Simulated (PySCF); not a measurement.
Isomers of C5H8FNO, one GFN2-xTB conformer each. Single-point energies are computed at PBE0/pcSseg-1 (PySCF, gas phase, no added dispersion term), electronic only.

| SMILES | GFN2-xTB relative energy (kJ/mol) |
| --- | --- |
| C[C@@H]1C(=O)NC[C@H]1F | 0.0 |
| C=C(F)CNC(C)=O | 117.2 |
| C=C(F)N(C)C(C)=O | 93.6 |

Conformers: `[CH3:1][C@@H:2]1[C:3](=[O:4])[NH:5][CH2:6][C@H:7]1[F:8]` with C1–C2–C3–O4 67°, C2–C3–N5–C6 -1°, C3–N5–C6–C7 -9°, N5–C6–C7–F8 -104°; `[CH2:1]=[C:2]([F:3])[CH2:4][NH:5][C:6]([CH3:7])=[O:8]` with C1–C2–C4–N5 101°, C2–C4–N5–C6 -104°, C4–N5–C6–C7 176°; `[CH2:1]=[C:2]([F:3])[N:4]([CH3:5])[C:6]([CH3:7])=[O:8]` with C1–C2–N4–C5 31°, C2–N4–C6–C7 5°.

Problem. What does PBE0/pcSseg-1 give for the same structures?

Solution. 
```tsv
SMILES	PBE0/pcSseg-1 E (Eh)	PBE0/pcSseg-1 (kJ/mol)	GFN2-xTB (kJ/mol)	point group
C[C@@H]1C(=O)NC[C@H]1F	-424.67602	0.0	0.0	C1
C=C(F)CNC(C)=O	-424.64579	79.4	117.2	C1
C=C(F)N(C)C(C)=O	-424.63946	96.0	93.6	C1
```

Both levels put the same isomer lowest; measured from each level's own lowest isomer, the values differ by up to 37.8 kJ/mol (C=C(F)CNC(C)=O: 117.2 against 79.4). As drawn, the lowest has an N–H bond, which the highest lacks; the highest has a C=C bond outside aromatic rings, which the lowest lacks.

Problem. Which frontier levels, dipoles and rotational constants go with these structures?

Solution. 
```json
{"SMILES": "C[C@@H]1C(=O)NC[C@H]1F", "HOMO (eV, PBE0/pcSseg-1)": "-7.28", "LUMO (eV)": "0.71", "dipole (D)": "3.79", "A, B, C (MHz)": "2867, 1888, 1464"}
{"SMILES": "C=C(F)CNC(C)=O", "HOMO (eV, PBE0/pcSseg-1)": "-7.44", "LUMO (eV)": "0.10", "dipole (D)": "2.33", "A, B, C (MHz)": "3972, 1119, 1003"}
{"SMILES": "C=C(F)N(C)C(C)=O", "HOMO (eV, PBE0/pcSseg-1)": "-6.98", "LUMO (eV)": "-0.34", "dipole (D)": "2.37", "A, B, C (MHz)": "3046, 1841, 1246"}
```
